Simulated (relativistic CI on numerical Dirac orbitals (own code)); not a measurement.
**Mo⁵⁺ (4d) in a crystal field**

Calculated by Dirac-Coulomb-Breit CI, KLI orbitals optimised for each configuration, QED by a radiative potential, valence Slater integrals scaled by 0.75, one configuration in a parametric crystal field (own radial code).

Field parameters in Wybourne normalisation: D4h B²₀ = −7Ds, B⁴₀ = 21(Dq − Dt), B⁴₄ = 21√(5/14) Dq. The field is a parameter set, without covalency.

S is read from ⟨S²⟩ = S(S + 1).

Levels (cm⁻¹, degeneracy): 0 (2), 7519 (2), 8603 (2), 26807 (2), 29054 (2).

**Question.** Which field gives this pattern?
A. D4h, 10Dq = 43500, Ds = 80, Dt = -40 cm⁻¹
B. D4h, 10Dq = 26650, Ds = -1460, Dt = 720 cm⁻¹
C. D4h, 10Dq = 21200, Ds = -510, Dt = 280 cm⁻¹

**Answer.** B. D4h, 10Dq = 26650, Ds = -1460, Dt = 720 cm⁻¹, ground level with S = 0.50.
